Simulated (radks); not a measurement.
The numbers below are computed, except where a source is named.
Task: Numerical settings for neutral hafnium, [Xe] 4f14 5d2 6s2. Level of theory: scalar-relativistic Kohn-Sham, r2SCAN, spin-unpolarised, spherical densities, finite nucleus; meta-GGA in the generalised Kohn-Sham scheme; Fermi nuclear charge, rms radius 5.347 fm (a radial shooting solver on a logarithmic mesh with Libxc functionals). The defaults (mesh step 0.008 in ln r, mesh end at 40 bohr or more with all orbitals vanishing there, Anderson mixing 0.5 over 9 steps, residual threshold near 1e-9 with the energy settled to 1e-9 hartree or 1e-11 of itself, here a cap of 97 iterations) give E = -15077.747 hartree and 5d at -2.589 eV in 12 iterations. Run on one thread of a shared host, so times are rough (Arm Neoverse N1): 0.19 s of CPU time, 0.19 s wall, 12 iterations on 2440 mesh points. One setting is changed at a time: mesh step in ln r 0.03; mesh step in ln r 0.08; mesh step in ln r 0.02; mesh end (bohr) 20; mesh end (bohr) 2; residual threshold 1e-05; residual threshold 1e-16; mixing 1; linear mixing, mixing 0.05; linear mixing, mixing 0.5; mixing history 2; iteration cap 5. Which runs fail to converge, and which converge to a wrong energy?

Result: Not converged within the cap: mesh step in ln r 0.08; residual threshold 1e-16; linear mixing, mixing 0.05; iteration cap 5. Settled on a wrong energy, with an occupied level pushed above zero by the early mesh end: mesh end (bohr) 2 (+18.2 hartree). Apart from these: no run marked as converged misses the energy by more than 1 mhartree.
